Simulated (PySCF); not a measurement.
Runs that did not reach their result, on `N#Cc1cc[se]n1` (driver script around PySCF, density fitting, GFN2-xTB geometry as the base; each input is a line of settings and coordinates in Å).

Command:
```bash
OMP_NUM_THREADS=1 python probes_run.py task.json out
```
Input:
```
{"job": {"kind": "nmr", "xc": "HCTH407", "basis": "def2-SVP", "pop": false, "scf": {"max_cycle": 96}}, "charge": 4, "multiplicity": 1}
N      3.123562    -0.295930    -0.338662
C      2.006309    -0.042200    -0.338614
C      0.619607     0.231455    -0.305126
C     -0.282438    -0.533777     0.486121
C     -1.561423    -0.085711     0.356894
Se    -1.613415     1.349780    -0.806104
N      0.127948     1.218328    -1.020676
H      0.031063    -1.358439     1.101862
H     -2.437651    -0.477513     0.839124
```

Output:
```
final grid: 90640 points
cycle   1  E = -2662.0767804096  dE =  3.501e+00  |g| = 1.028e+00  |ddm| = 4.402e+00
cycle   2  E = -2653.9810820925  dE =  8.096e+00  |g| = 3.330e+00  |ddm| = 5.756e+00
cycle   3  E = -2661.6427011600  dE = -7.662e+00  |g| = 1.515e+00  |ddm| = 5.366e+00
cycle   4  E = -2662.0943840711  dE = -4.517e-01  |g| = 1.084e+00  |ddm| = 2.401e+00
cycle   5  E = -2661.2395174838  dE =  8.549e-01  |g| = 1.617e+00  |ddm| = 2.500e+00
cycle   6  E = -2661.8504871691  dE = -6.110e-01  |g| = 1.397e+00  |ddm| = 3.042e+00
cycle   7  E = -2662.3046737397  dE = -4.542e-01  |g| = 8.219e-01  |ddm| = 2.572e+00
cycle   8  E = -2661.9432646566  dE =  3.614e-01  |g| = 1.253e+00  |ddm| = 2.662e+00
cycle   9  E = -2662.0647964510  dE = -1.215e-01  |g| = 1.131e+00  |ddm| = 3.579e-01
cycle  10  E = -2662.1500807427  dE = -8.528e-02  |g| = 1.043e+00  |ddm| = 6.843e-01
... (76 lines left out)
cycle  87  E = -2662.4473741558  dE = -3.717e-02  |g| = 5.321e-01  |ddm| = 5.646e-01
cycle  88  E = -2662.1454400535  dE =  3.019e-01  |g| = 9.896e-01  |ddm| = 1.738e+00
cycle  89  E = -2662.3485372540  dE = -2.031e-01  |g| = 7.198e-01  |ddm| = 1.777e+00
cycle  90  E = -2661.7974244005  dE =  5.511e-01  |g| = 1.357e+00  |ddm| = 1.951e+00
cycle  91  E = -2662.5307810911  dE = -7.334e-01  |g| = 2.339e-01  |ddm| = 1.687e+00
cycle  92  E = -2662.2845975633  dE =  2.462e-01  |g| = 8.147e-01  |ddm| = 1.639e+00
cycle  93  E = -2662.4744586354  dE = -1.899e-01  |g| = 4.147e-01  |ddm| = 6.180e-01
cycle  94  E = -2661.8043944237  dE =  6.701e-01  |g| = 1.342e+00  |ddm| = 2.095e+00
cycle  95  E = -2662.5394688245  dE = -7.351e-01  |g| = 1.887e-01  |ddm| = 1.629e+00
cycle  96  E = -2662.4849291073  dE =  5.454e-02  |g| = 4.010e-01  |ddm| = 5.580e-01
SCF not converged, last energy = -2662.4849291073
```

On an Intel Xeon 6975P-C with one thread, no GPU, shared host with 192 logical CPUs at a one-minute load of 102, this took 53 s and 0.47 GiB of memory at its peak.

Diagnose the run.

The SCF did not converge in 96 cycles: the last printed gradient is 4.0e-01 and the last change of energy +5.5e-02 Eh. The charge was set to +4 in place of 0. Go back to the molecule's own charge; if that fails, try a level shift or a second-order solver. Its energy and orbitals aren't self-consistent and shouldn't be used.

Input:
```
{"job": {"kind": "nmr", "xc": "BLYP", "basis": "pcX-1", "pop": true, "scf": {"conv": 0.01, "max_cycle": 56}}, "charge": 0, "multiplicity": 1}
(coordinates as above)
```

Output:
```
KeyError: 'Element se (Z=34) not found in basis pcX-1 version 1'
```

What went wrong, and what mends it?

The basis pcX-1 in the Basis Set Exchange has no functions for selenium, so the input was refused before any integral. Choose a basis that covers all elements. The run gave no result.
